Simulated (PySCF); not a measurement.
Bonds (- single, = double, # triple, : aromatic): N1=C2, C2-C3, C3-C4, C4#C5, C5-Si6, C2-C7, C7-C8, C8-C9, C9-C7. N1 carries H10; C3 carries H11, H12; Si6 carries H13, H14, H15; C7 carries H16; C8 carries H17, H18; C9 carries H19, H20. Stereochemistry as in [H]/N=C(\CC#C[SiH3])C1CC1. H18, H19 are cis to C2 on the ring; H17, H20 are trans to C2 on the ring.

All values are calculated (PySCF 2.14.0 with density-fitted response routines): PBE0/pcSseg-1 with gauge-including orbitals, GFN2-xTB structure. Non-relativistic Hamiltonian, isolated molecule, averaged over atoms made equivalent by symmetry, fast rotation or ring inversion, one computed conformer.

Problem. Predict the 2D correlation tables (HSQC, COSY, HMBC).

Solution. 

HSQC (one-bond C–H):
| δH | δC |
| --- | --- |
| 3.28 (H11/H12) | 40.0 (C3) |
| 1.75 (H16) | 18.1 (C7) |
| 1.14 (H18/H19) | 16.3 (C8/C9) |
| 0.91 (H17/H20) | 16.3 (C8/C9) |

COSY cross peaks (H two or three bonds apart, from the bond graph; peaks can be absent where the dihedral angle is near 90°):
| δH | δH |
| --- | --- |
| 1.75 (H16) | 1.14 (H18/H19) |
| 1.75 (H16) | 0.91 (H17/H20) |
| 1.14 (H18/H19) | 0.91 (H17/H20) |

HMBC (two and three bonds, from the bond graph):
| δH | δC |
| --- | --- |
| 4.27 (H13/H14/H15) | 113.2 (C4), 83.9 (C5) |
| 3.28 (H11/H12) | 181.9 (C2), 113.2 (C4), 83.9 (C5), 18.1 (C7) |
| 1.75 (H16) | 181.9 (C2), 40.0 (C3), 16.3 (C8/C9) |
| 1.14 (H18/H19) | 181.9 (C2), 18.1 (C7), 16.3 (C8/C9) |
| 0.91 (H17/H20) | 181.9 (C2), 18.1 (C7), 16.3 (C8/C9) |

δ = σ(ref) − σ, references computed at the same level: 1H (σ = 31.72 ppm) and 13C (σ = 186.93 ppm) against TMS.

Short H···H contacts in this conformer between protons four or more bonds apart (candidates for NOE cross peaks, intensity ∝ r⁻⁶): H12···H16 2.64 Å.

Exchangeable OH/NH protons stand at their gas-phase positions; hydrogen bonding in a real sample shifts them, mostly to higher δ. Shifts are as computed. Against solution values, carbons near 30 ppm lie about +3 ppm off and those near 130 ppm about +5 ppm. Of 1211 compounds with measured shifts, 218 miss one by over three times the rms of a fit or turn the order of signals round; such compounds aren't used in these exercises.
